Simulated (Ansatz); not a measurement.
Two members of one family (Series BiH2X), computed with Ansatz in the gas phase; def2 core potentials for Bi, no spin–orbit coupling. The two geometries come from different levels. Binding counts from free atoms in the multiplicity of their measured ground term, without zero-point energy. A dash marks a value that wasn't run or was left out as unsound. The structures are stationary points that may keep the symmetry of their start.

First: BiH2F (singlet, charge 0, PBE-D4/def2-TZVP geometry).

Cartesian coordinates in Å:
```
Bi 0.5922 -0.5122 -0.0645
H -0.4919 -0.4384 1.3927
H -0.8856 -0.5736 -1.1234
F 0.7853 1.5242 -0.2047
```

```tsv
level	HOMO (eV)	LUMO (eV)	gap (eV)	vertical IE (eV)	vertical triplet (eV)	binding per atom (eV)
PBE-D4/def2-TZVP	-6.90	-2.56	4.34	10.19	4.05	2.39
revPBE-D4/def2-TZVP	-6.85	-2.46	4.40	–	–	2.31
r2SCAN-D4/def2-TZVP	-7.22	-2.29	4.93	10.32	4.15	2.28
B97M-V/def2-TZVP	-7.15	-2.41	4.74	–	–	2.44
PBE0-D4/def2-SVP	-7.91	-1.49	6.42	–	–	2.16
```

Second: BiH2Cl (singlet, charge 0, PBE0-D4/def2-TZVP geometry).

```xyz
4

Bi   -0.1249   -0.4018   -0.7272
H    -0.1411   -1.3351    0.8024
H    -1.4166    0.6579   -0.0786
Cl    1.6826    1.0790    0.0034
```

Estimate the same table for the second.


```
              level  HOMO (eV)  LUMO (eV)  gap (eV)  vertical IE (eV)  vertical triplet (eV)  binding per atom (eV)
   PBE-D4/def2-TZVP      -6.65      -2.57      4.08              9.73                   3.89                   2.13
revPBE-D4/def2-TZVP      -6.61      -2.47      4.13                 –                      –                   2.07
r2SCAN-D4/def2-TZVP      -6.95      -2.34      4.61              9.89                   3.99                   2.06
   B97M-V/def2-TZVP      -6.93      -2.38      4.56                 –                      –                   2.22
   PBE0-D4/def2-SVP      -7.63      -1.63      6.00                 –                      –                   1.99
```
